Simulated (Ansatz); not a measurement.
C₃H₈Si⁺, that is SiH2Me(vinyl) with one electron fewer. Charge 1, multiplicity 2. Geometry r2SCAN-D4/def2-SVP, that of the neutral singlet; atoms count from 1.

```xyz
12

Si    0.2744    0.7132    0.4143
H    -0.9103    1.2272    1.1710
H     1.5175    1.1730    1.1137
C     0.2798    1.3917   -1.3407
H     0.3483    2.4913   -1.3402
H    -0.6408    1.1061   -1.8736
H     1.1378    1.0014   -1.9112
C     0.2046   -1.1580    0.4241
C    -0.7908   -1.8725    0.9726
H     1.0247   -1.7138   -0.0557
H    -1.6404   -1.3895    1.4723
H    -0.8049   -2.9701    0.9534
```

Question: Estimate the Mulliken populations from the PBE0/def2-TZVP orbitals of Ansatz.

Answer: 
```csv
atom,charge (e),spin (α − β)
Si1,0.22,0.00
H2,0.05,0.00
H3,0.10,0.10
C4,-0.46,0.15
H5,0.21,0.00
H6,0.19,0.00
H7,0.19,0.00
C8,-0.09,0.31
C9,-0.06,0.48
H10,0.21,-0.01
H11,0.22,-0.02
H12,0.22,-0.02
```
Mulliken values depend strongly on the basis.

Question: Where does the spin sit?

Answer: Summed by element: Si 0.00, H 0.06, C 0.94, of 1 unpaired in all. Largest on single atoms: C9 0.48, C8 0.31, C4 0.15.

Question: And the Mayer bond orders between heavy atoms (over 0.3)?

Answer: Si1–C4 0.93 (1.88 Å); Si1–C8 1.01 (1.87 Å); C8–C9 1.51 (1.34 Å).
